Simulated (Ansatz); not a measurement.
Input for Ansatz (development build ahead of 0.2.0):

```yaml
crystal:
  periodic: [false, false, false]
  atoms:
    - { symbol: "N", position_ang: [0.0, 0.0, -1.30279] }
    - { symbol: H, position_ang: [0.86934, 0.0, -1.66708] }
    - { symbol: H, position_ang: [-0.43467, 0.75287, -1.66708] }
    - { symbol: H, position_ang: [-0.43467, -0.75287, -1.66708] }
    - { symbol: Cu, position_ang: [0.0, 0.0, 0.48692] }
basis:
  gaussian: { orbitals: cc-pVDZ }
total_charge: 1
hamiltonian:
  xc: hf
```

The input is written out in the form of the current development build from the run's settings.

Results

```
Converged                       : yes
Total energy                    : -1694.96226 hartree
Spin squared of the determinant : 0.000
```

Caution: no unrestricted run beside it, a lower state can exist.
